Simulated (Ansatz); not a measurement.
C$_{3}$H$_{7}$BSi, one more setting.

```yaml
crystal:
  periodic: [false, false, false]
  atoms:
    - {symbol: B, position_ang: [-0.812609, 0.565910, 0.828663]}
    - {symbol: C, position_ang: [-0.623448, -0.746362, 1.875298]}
    - {symbol: C, position_ang: [0.131653, -0.879693, 0.701468]}
    - {symbol: C, position_ang: [0.382498, -0.284336, -0.359156]}
    - {symbol: Si, position_ang: [1.043362, 0.185723, -1.999350]}
    - {symbol: H, position_ang: [-0.254591, 1.551667, 1.210668]}
    - {symbol: H, position_ang: [-1.874307, 0.575347, 0.279370]}
    - {symbol: H, position_ang: [-1.479995, -1.403765, 1.983595]}
    - {symbol: H, position_ang: [-0.074149, -0.556664, 2.791736]}
    - {symbol: H, position_ang: [1.781871, 1.462570, -1.859240]}
    - {symbol: H, position_ang: [1.951359, -0.881247, -2.486391]}
    - {symbol: H, position_ang: [-0.094745, 0.355653, -2.932662]}
basis:
  gaussian: {orbitals: cc-pVDZ, point_charges: [{charge: -1.00, position_ang: [5.537, 0.374, 0.915]}]}
hamiltonian: {xc: {name: B2PLYP}}
output: {forces: true}
```

```sh
$ ansatz run in.yaml --threads 4 --pin off --events-out ev --progress --plain --max-ram 10444MiB
```

Shortened log:

```
Functional definition: B2PLYP
1011 factors; integrals over basis functions are off by at most 9.6e-4 eV
mean field evaluation 1: about -11759.9639 eV, gradient 3.1e1 eV
mean field evaluation 2: about -11760.5704 eV, gradient 3.0e1 eV
mean field evaluation 4: about -11763.1548 eV, gradient 3.4e0 eV
mean field evaluation 8: about -11763.1918 eV, gradient 2.3e-1 eV
mean field evaluation 16: about -11763.1919 eV, gradient 2.1e-4 eV
mean field -11763.19193305 eV, -432.2893301616 hartree, gradient 3.2e-6 eV, S^2 0.000000; 0 other end points of the search recorded, 0 dependent functions left out
9 core orbitals not correlated: weight in the atoms' cores, before any rotation towards them, 1.000 or more for the frozen orbitals, at most 0.000 for the correlated occupied ones
reference -11763.19212290 eV, -432.2893371386 hartree; 13, 13 occupied and 87, 87 virtual orbitals, 1011 factors
second order -20.16720470 eV of doubles, -0.00000000 eV of singles
Total energy: -11768.63726817 eV, -432.4894425364 hartree
Atom 0 at    -0.812609     0.565910     0.828663 Å, force    -0.159210     0.202037     0.212976 eV/Å
Atom 1 at    -0.623448    -0.746362     1.875298 Å, force    -0.285608     0.162814     0.405607 eV/Å
Atom 2 at     0.131653    -0.879693     0.701468 Å, force     0.213109    -0.987707     0.631779 eV/Å
Atom 3 at     0.382498    -0.284336    -0.359156 Å, force     0.135708     0.462216    -0.940027 eV/Å
Atom 4 at     1.043362     0.185723    -1.999350 Å, force     0.561851     0.163591    -0.191037 eV/Å
Atom 5 at    -0.254591     1.551667     1.210668 Å, force     0.060293     0.167955     0.025723 eV/Å
Atom 6 at    -1.874307     0.575347     0.279370 Å, force    -0.247365     0.018416    -0.135708 eV/Å
Atom 7 at    -1.479995    -1.403765     1.983595 Å, force    -0.228687    -0.205236     0.016838 eV/Å
Atom 8 at    -0.074149    -0.556664     2.791736 Å, force     0.192383     0.041609     0.224430 eV/Å
Atom 9 at     1.781871     1.462570    -1.859240 Å, force    -0.024178     0.072599    -0.038741 eV/Å
Atom 10 at     1.951359    -0.881247    -2.486391 Å, force    -0.015830    -0.079828    -0.076114 eV/Å
Atom 11 at    -0.094745     0.355653    -2.932662 Å, force    -0.166099    -0.004609    -0.106512 eV/Å
Dipole moment:     0.401376    -0.240778    -0.032235 e Å
```

It took 4.6 s on 4 threads of an Arm Neoverse V1 on a shared host, with 0.26 GiB of host memory at the peak.
